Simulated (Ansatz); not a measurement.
Ansatz (a first-principles code) input (MP2/6-31G*):

Ansatz 0.2 input:
```yaml
crystal:
  periodic: [false, false, false]
  atoms:
    - {symbol: Cl, position_ang: [1.84991500, -0.76642800, -0.00001400]}
    - {symbol: C, position_ang: [0.25200700, -0.14301100, -0.00109400]}
    - {symbol: C, position_ang: [-0.96586200, -0.86821900, -0.03586000]}
    - {symbol: C, position_ang: [-1.99538100, -0.00418500, -0.02348100]}
    - {symbol: O, position_ang: [-1.47980500, 1.26820700, 0.01853700]}
    - {symbol: C, position_ang: [-0.12120000, 1.16440300, 0.03150800]}
    - {symbol: H, position_ang: [-3.06525400, -0.09230900, -0.03849900]}
    - {symbol: H, position_ang: [0.43775500, 2.08199100, 0.06400100]}
basis:
  gaussian:
    orbitals: 6-31G*
magnetization: {spin_polarized: true, initial_magnetization: 1}
correlation: {method: mp2, electrons: outside_noble_gas}
```

Output:

```
Functional definition: HF
integrals: 0.07 GiB planned
936 factors; integrals over basis functions are off by at most 1.7e-3 eV
mean field: 0.39 GiB planned
mean field evaluation 1: about -18684.5476 eV, gradient 2.5e1 eV
mean field evaluation 2: about -18684.5625 eV, gradient 2.5e1 eV
mean field evaluation 4: about -18688.4697 eV, gradient 3.6e0 eV
mean field evaluation 8: about -18688.9327 eV, gradient 6.8e-1 eV
mean field evaluation 16: about -18688.9575 eV, gradient 1.5e-6 eV
mean field evaluation 32: about -18688.8663 eV, gradient 2.7e0 eV
mean field -18690.53091015 eV, -686.8643420510 hartree, gradient 1.8e-6 eV, S^2 1.116425; 5 other end points of the search recorded, 0 dependent functions left out
10 core orbitals not correlated
reference -18690.53091015 eV, -686.8643420510 hartree; 16, 15 occupied and 72, 73 virtual orbitals, 936 factors
second order -20.75171880 eV of doubles, -0.00000000 eV of singles
Total energy: -18711.28262895 eV, -687.6269536510 hartree
```

The geometry given is a B3LYP-D3(BJ)/def2-TZVP minimum.

The determinant is spin-contaminated: <S^2> is 1.12 against 0.75 for a pure state.
